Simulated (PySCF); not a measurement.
A structure optimised at B3LYP-D3(BJ)/def2-SVP, used in a PySCF frequency run:

```xyz
11

W      0.0533     0.0106    -0.0490
O      1.7513     0.0893     0.2320
N     -0.4272    -0.9474    -1.4594
H     -0.1039    -1.5276    -2.2320
N     -0.8285     1.7580    -0.1070
H     -0.4300     2.5933     0.3208
H     -1.5738     2.0152    -0.7512
C     -0.7380    -1.0746     1.6112
H     -0.2797    -2.0748     1.6709
H     -1.8283    -1.1961     1.5099
H     -0.5181    -0.5338     2.5473
```

**Question.** Write its SMILES and formula.

**Answer.** [CH3][W](=[NH])([NH2])=[O], CH6N2OW

**Question.** What are its rotational constants (standard atomic weights)?

**Answer.** 3.3786, 3.0532, 2.9423 GHz
